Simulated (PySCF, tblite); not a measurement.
Isomers of C2H7FSSi, one GFN2-xTB conformer each. Single-point energies are computed at PBE0/pcSseg-1 (PySCF, gas phase, no added dispersion term), electronic only.

**Question.** Rank them by PBE0/pcSseg-1 energy, lowest first (kJ/mol).
A. `[CH3:1][S:2][CH2:3][SiH2:4][F:5]` with C1–S2–C3–Si4 69°, S2–C3–Si4–F5 170°
B. `[CH3:1][S:2][SiH2:3][CH2:4][F:5]` with C1–S2–Si3–C4 180°, S2–Si3–C4–F5 180°

**Answer.** A (0.0), B (115.8).

As drawn, the lower has an Si–F bond, which the higher lacks. GFN2-xTB itself gives, in the same order: 0.0, 108.8. Both levels put the same isomer lowest.

**Question.** Which frontier levels, dipoles and rotational constants go with these structures?

**Answer.** 
```json
{"SMILES": "CSC[SiH2]F", "HOMO (eV, PBE0/pcSseg-1)": "-6.48", "LUMO (eV)": "0.08", "dipole (D)": "1.74", "A, B, C (MHz)": "7566, 1382, 1275"}
{"SMILES": "CS[SiH2]CF", "HOMO (eV, PBE0/pcSseg-1)": "-7.02", "LUMO (eV)": "0.05", "dipole (D)": "1.79", "A, B, C (MHz)": "10202, 1259, 1152"}
```

**Question.** What happens when harmonic zero-point energies from GFN2-xTB frequencies are added?

**Answer.** 
```
    SMILES  ZPE (kJ/mol)  electronic (kJ/mol)  with ZPE (kJ/mol)
CSC[SiH2]F         219.3                  0.0                0.0
CS[SiH2]CF         219.6                115.8              116.0
```

The zero-point energies span 0.3 kJ/mol. The order is unchanged.
